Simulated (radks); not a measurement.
Excited configurations of Xe: one electron is placed in a higher orbital outside [Kr] 4d10 5s2 5p5. The ground configuration is [Xe]. Calculated with a radial shooting solver on a logarithmic mesh with Libxc functionals: scalar-relativistic Kohn-Sham, SCAN, spin-polarised, spherical densities, finite nucleus; open shells are filled with parallel spins first (spin-orbit coupling, left out, can overturn this in heavy ions); meta-GGA in the generalised Kohn-Sham scheme; Fermi nuclear charge, rms radius 4.7859 fm. Excitation = E - E(ground); binding = E(ion) - E, where the ion is the core of charge +1; n* = 1/sqrt(2 binding) in atomic units, and the quantum defect is n - n*.

| outer orbital | excitation (eV) | binding (eV) | quantum defect | eigenvalue (eV) | <r> (bohr) |
|---|---|---|---|---|---|
| 4f | 11.758 | 0.867 | 0.039 | -0.423 | 17.89 |
| 5d | 10.623 | 2.003 | 2.394 | -0.628 | 6.969 |
| 6p | 10.251 | 2.375 | 3.606 | -1.372 | 8.011 |
| 7p | 11.399 | 1.227 | 3.670 | -0.766 | 16.58 |

The Delta-SCF ionisation energy is 12.625 eV (NIST Atomic Spectra Database: 12.130 eV, measured). Self-interaction in the functional shifts the binding energies and quantum defects, so they are the method's values and not measured ones. Open shells are spherical and high-spin; term and fine-structure splittings are not resolved. Spin-orbit splitting is averaged out at the scalar-relativistic level.
